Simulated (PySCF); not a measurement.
Ge(H)2(Me)(vinyl) (C3H8Ge), SMILES C=[CH][GeH2][CH3].

The structure is a stationary point at PBE0-D3(BJ)/def2-SVP. The structure was generated by enumeration, and PubChem lists no compound with its InChIKey, so it may never have been made. The values are those of a single conformer.

All values below come from HF/def2-TZVP run with PySCF.

Symmetry labels are those of the subgroup Cs that the program uses (full group Cs).

Task: List the valence orbital energies around the gap with their symmetry. (Estimate from the structure and the level; the computed values follow.)

Result: 
```csv
orbital,symmetry,energy (eV)
HOMO−7,A',-16.90
HOMO−6,A',-15.47
HOMO−5,A",-15.26
HOMO−4,A',-14.78
HOMO−3,A",-12.51
HOMO−2,A',-11.98
HOMO−1,A',-11.57
HOMO,A",-10.19
LUMO,A',3.52
LUMO+1,A",3.52
LUMO+2,A',4.52
LUMO+3,A',4.94
```
